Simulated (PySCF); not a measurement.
C6H3Cl, SMILES C(/C=C(/Cl)C#C)#C.

Geometry optimised at PBE0-D3(BJ)/def2-SVP. The structure was generated by enumeration; whether it is a known compound was not checked.

Computed with TDA-PBE/def2-SVPD in PySCF.

Vertical excitations.  State labels are in the subgroup Cs.

Computed lowest excited states:
```
state  symmetry  energy (eV)  λ (nm)      f                                                                 main pairs
-----  --------  -----------  ------  -----  -------------------------------------------------------------------------
S1           A"         4.25     292  0.000                                                           HOMO−1→LUMO 99 %
S2           A"         4.49     276  0.000                                                          HOMO−2→LUMO 100 %
S3           A"         4.55     272  0.000                                                           HOMO→LUMO+1 98 %
S4           A'         4.61     269  0.453                                                             HOMO→LUMO 82 %
S5           A'         5.18     239  0.038                                                           HOMO−3→LUMO 79 %
S6           A"         5.27     235  0.000                                                          HOMO−4→LUMO 100 %
S7           A"         5.68     218  0.000                                                          HOMO→LUMO+2 100 %
S8           A'         5.73     217  0.112                    HOMO−1→LUMO+1 42 %, HOMO−5→LUMO 39 %, HOMO−2→LUMO+1 9 %
S9           A'         5.83     213  0.001  HOMO−5→LUMO 43 %, HOMO−1→LUMO+1 30 %, HOMO→LUMO+4 10 %, HOMO−2→LUMO+1 9 %
S10          A"         6.22     199  0.000                                                         HOMO−3→LUMO+1 94 %
T1           A'         2.55     487      0                                                             HOMO→LUMO 99 %
T2           A"         4.03     308      0                                                           HOMO−1→LUMO 91 %
T3           A"         4.26     291      0                                         HOMO−2→LUMO 75 %, HOMO→LUMO+1 21 %
T4           A"         4.35     285      0                                         HOMO→LUMO+1 71 %, HOMO−2→LUMO 23 %
```
Triplets are in the Tamm–Dancoff approximation.
